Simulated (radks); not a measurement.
Results of a calculation; reference values are marked as such.
Numerical settings for the magnesium ion Mg3+, [He] 2s2 2p5. Code: a radial shooting solver on a logarithmic mesh with Libxc functionals. Model: non-relativistic Kohn-Sham, TPSS, spin-polarised, spherical densities, point nucleus; open shells are filled with parallel spins first; meta-GGA in the generalised Kohn-Sham scheme. The defaults (mesh step 0.008 in ln r, mesh end at 40 bohr or more with all orbitals vanishing there, Anderson mixing 0.5 over 9 steps, residual threshold near 1e-9 with the energy settled to 1e-9 hartree or 1e-11 of itself, here a cap of 74 iterations) give E = -196.293 hartree and 2p at -94.916 eV in 13 iterations. Run on one thread of a shared host, so times are rough (Arm Neoverse N1): 0.14 s of CPU time, 0.14 s wall, 13 iterations on 2476 mesh points. Changes against that run (0 stands for a change within the tolerance of the run):

| setting | iterations | converged | E (mhartree) | e(2p) (meV) | CPU (s) |
|---|---|---|---|---|---|
| mesh step in ln r 0.12 | 4 | no | diverged | - | 0.01 |
| mesh step in ln r 0.03 | 11 | yes | 0 | +0.00613 | 0.04 |
| mesh step in ln r 0.02 | 11 | yes | 0 | +0.00574 | 0.06 |
| mesh end (bohr) 8 | 13 | yes | 0 | 0 | 0.13 |
| mesh end (bohr) 12 | 13 | yes | 0 | 0 | 0.13 |
| residual threshold 1e-13 | 74 | no | 0 | 0 | 0.64 |
| residual threshold 0.1 | 9 | yes | 0 | +0.0277 | 0.1 |
| mixing 0.05 | 15 | yes | 0 | -0.00567 | 0.16 |
| linear mixing, mixing 0.2 | 74 | no | 0 | -0.00356 | 0.64 |
| linear mixing, mixing 0.8 | 74 | no | 0 | 0 | 0.6 |
| mixing history 20 | 24 | yes | 0 | 0 | 0.25 |
| iteration cap 2 | 2 | no | +474 | -5.01e+04 | 0.02 |

No run marked as converged misses the energy by more than 1 mhartree. A mesh that ends early acts as a hard wall.
